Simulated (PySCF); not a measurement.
# How methods differ on the excitation energy of Te

Te [Kr] 4d10 5s2 5p4 (3P) → Te [Kr] 4d10 5s2 5p3 5d1 (5D), as a difference of total energies. Calculation: PySCF 2.14, in aug-cc-pVTZ-PP with one added diffuse shell each of d, f type with ECP28MDF (6s5p5d3f, 67 functions); scalar relativity through the core potential. Correlated levels: valence: 4s2 4p6 4d10 frozen. The calculations carry no spin-orbit coupling.

```json
{"method": "UHF", "excitation energy (cm⁻¹)": "47380", "error (cm⁻¹)": "-6296"}
{"method": "MP2 (valence)", "excitation energy (cm⁻¹)": "50949", "error (cm⁻¹)": "-2727"}
{"method": "SCS-MP2 (valence)", "excitation energy (cm⁻¹)": "52122", "error (cm⁻¹)": "-1554"}
{"method": "CCSD (valence)", "excitation energy (cm⁻¹)": "51790", "error (cm⁻¹)": "-1886"}
{"method": "CCSD(T) (valence)", "excitation energy (cm⁻¹)": "51953", "error (cm⁻¹)": "-1723"}
```

Reference: 53676 cm⁻¹ (measured; NIST levels, between the centres of gravity of the two terms).

Errors of the correlated levels include the incompleteness of this basis and the frozen core.
